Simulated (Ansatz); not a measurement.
Relaxation of La₃⁺ with UKS PBE-D4/def2-TZVP.

```sh
$ ansatz run in.yaml --threads 2 --pin off --events-out ev --progress --plain --max-ram 4352MiB
```

```yaml
crystal:
  periodic: [false, false, false]
  atoms:
    - {symbol: La, position_ang: [1.624250, 1.098691, -0.470929]}
    - {symbol: La, position_ang: [-0.130476, -1.408637, 1.436262]}
    - {symbol: La, position_ang: [-1.493764, 0.309956, -0.965334]}
basis:
  gaussian: {orbitals: def2-TZVP}
total_charge: 1
magnetization: {spin_polarized: true, initial_magnetization: 2}
hamiltonian: {xc: pbe, dispersion: d4}
scf: {lower_state_search: "off"}
output: {orbitals: {seedname: orbitals}}
relax: {f_tol: 0.02, max_steps: 100}
```

It took 58 s on 2 threads of Arm Neoverse V1 on a shared host.

Positions (Å) and forces (eV/Å) at steps 1, 2, 3, 4, 5 of 5:

```xyz
3
step=1 energy=-2571.3124 eV
La    1.624    1.099   -0.471   -0.153   -0.253    0.203
La   -0.130   -1.409    1.436    0.216    0.219   -0.140
La   -1.494    0.310   -0.965   -0.062    0.034   -0.063
3
step=2 energy=-2571.3506 eV
La    1.606    1.054   -0.432   -0.063   -0.238    0.225
La   -0.087   -1.372    1.416    0.233    0.211   -0.123
La   -1.519    0.318   -0.984   -0.170    0.027   -0.101
3
step=3 energy=-2571.3845 eV
La    1.598    1.013   -0.391   -0.033   -0.102    0.094
La   -0.044   -1.337    1.397    0.095    0.093   -0.058
La   -1.554    0.324   -1.006   -0.062    0.009   -0.036
3
step=4 energy=-2571.3909 eV
La    1.590    0.984   -0.364    0.043    0.024   -0.007
La   -0.015   -1.311    1.382    0.002   -0.033    0.036
La   -1.574    0.327   -1.018   -0.045    0.009   -0.029
3
step=5 energy=-2571.3912 eV
La    1.596    0.987   -0.364   -0.019   -0.012    0.005
La   -0.015   -1.315    1.387    0.001    0.016   -0.017
La   -1.581    0.329   -1.022    0.019   -0.004    0.012
```

In the def2 sets La takes a core potential; there is no spin–orbit coupling. The charge 1 triplet is spin-contaminated (final ⟨S²⟩ up to 2.13, 2.00 for a pure state). The structure comes from a short search, and lower isomers may exist.
